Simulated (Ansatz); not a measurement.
Born–Oppenheimer molecular dynamics of C$_{2}$H$_{15}$NSi$_{4}$ (22 atoms, charge 0, multiplicity 1). It goes on from the last frame of an earlier run, with new velocities.

Theory: RKS revPBE-D4/STO-3G (Ansatz).

- ensemble: NVE (Milne-controlled integrator)
- time step: 0.5 fs
- steps asked: 250
- starting velocities drawn for: 700 K
- seed: 175044

First frame:

```xyz
22
Properties=species:S:1:pos:R:3
Si 0.064 -0.144 0.032
N 0.178 -0.517 1.800
C -1.061 -0.708 2.644
H -1.796 -1.267 2.029
H -0.798 -1.313 3.533
H -1.564 0.257 2.962
C 1.127 0.463 2.472
H 0.822 0.676 3.591
H 2.207 0.167 2.489
H 1.083 1.491 1.937
Si 2.154 0.048 -0.801
H 2.904 -1.171 -0.636
H 2.161 0.328 -2.199
H 2.889 1.056 -0.109
Si -0.969 1.897 -0.394
H -2.365 2.010 -0.005
H -0.310 3.030 0.240
H -0.893 2.183 -1.822
Si -1.141 -1.820 -0.964
H -2.114 -2.451 -0.083
H -1.859 -1.310 -2.122
H -0.256 -2.803 -1.426
```

(1) How far do the bonds stretch over the last three quarters of this one trajectory? (Pairs bonded in most of those frames.)

## Answers

(1) 
```
    bond  mean (Å)  spread (Å)  shortest  longest
  Si1–N2     1.839       0.046      1.78     1.94
Si1–Si11     2.274       0.043      2.21     2.36
Si1–Si15     2.278       0.037      2.21     2.33
Si1–Si19     2.266       0.053      2.16     2.34
   N2–C3     1.537       0.050      1.44     1.62
   N2–C7     1.544       0.024      1.51     1.59
   C3–H4     1.113       0.034      1.06     1.17
   C3–H5     1.113       0.008      1.10     1.13
   C3–H6     1.122       0.013      1.10     1.15
   C7–H8     1.116       0.040      1.04     1.20
   C7–H9     1.127       0.058      1.03     1.22
  C7–H10     1.117       0.030      1.06     1.17
Si11–H12     1.471       0.063      1.37     1.56
Si11–H13     1.466       0.044      1.40     1.53
Si11–H14     1.463       0.025      1.41     1.52
Si15–H16     1.463       0.043      1.39     1.53
Si15–H17     1.463       0.038      1.40     1.52
Si15–H18     1.466       0.042      1.39     1.54
Si19–H20     1.460       0.018      1.43     1.49
Si19–H21     1.472       0.070      1.36     1.58
Si19–H22     1.466       0.041      1.40     1.53
```

Mean temperature of the second half: 407 K. The conserved energy stayed within 0.02 meV per atom of its start (net change -0.0057 meV per atom), so the integration is sound. A run of 0.12 ps of so small a system gives no equilibrium averages. Limits of this set-up: minimal basis.

Time of the run: 15 min on 2 threads of Arm Neoverse V2 (shared host), peak memory 0.13 GiB.
